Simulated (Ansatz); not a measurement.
Ti₃Si₅. Total charge 0; triplet. Geometry PBE-D4/def2-SVP.

Cartesian coordinates in Å:
```
Ti 1.7854 -0.6141 -0.1720
Ti 1.0219 -2.4570 -1.0809
Ti -0.7713 -0.6747 -1.1767
Si -0.2998 2.6604 1.1633
Si 0.4813 1.4557 -0.8506
Si -0.1699 0.3033 1.2544
Si -1.8885 1.3382 -0.1841
Si -0.1591 -2.0118 1.0466
```

At HF/STO-3G, r2SCAN-D4/def2-TZVP, PBE0-D4/def2-TZVP the charge 0 triplet is spin-contaminated (final ⟨S²⟩ up to 2.43, 2.00 for a pure state). The structure comes from a short search, and lower isomers may exist.

Estimate the α-spin orbital energies around the gap (eV) in Ansatz with HF/STO-3G, LDA (SPW92)/def2-TZVP, PBE-D4/def2-TZVP, r2SCAN-D4/def2-TZVP, PBE0-D4/def2-TZVP.


```csv
orbital,HF/STO-3G,LDA (SPW92)/def2-TZVP,PBE-D4/def2-TZVP,r2SCAN-D4/def2-TZVP,PBE0-D4/def2-TZVP
HOMO−5,-4.04,-5.38,-5.20,-5.38,-6.08
HOMO−4,-3.73,-5.07,-4.90,-5.13,-5.94
HOMO−3,-3.62,-4.96,-4.78,-4.98,-5.70
HOMO−2,-3.07,-4.79,-4.70,-4.83,-5.45
HOMO−1,-2.98,-4.62,-4.50,-4.71,-5.43
HOMO,-2.90,-4.30,-4.21,-4.47,-5.10
LUMO,5.00,-3.61,-3.41,-3.27,-2.66
LUMO+1,5.37,-3.41,-3.22,-3.21,-2.56
LUMO+2,5.56,-3.28,-3.12,-3.00,-2.27
LUMO+3,6.05,-3.19,-2.99,-2.87,-2.13
LUMO+4,6.35,-2.93,-2.73,-2.70,-2.04
LUMO+5,6.66,-2.86,-2.64,-2.47,-1.77
β HOMO,-2.88,-4.46,-4.30,-4.39,-4.97
β LUMO,4.57,-3.82,-3.50,-3.31,-2.61
```
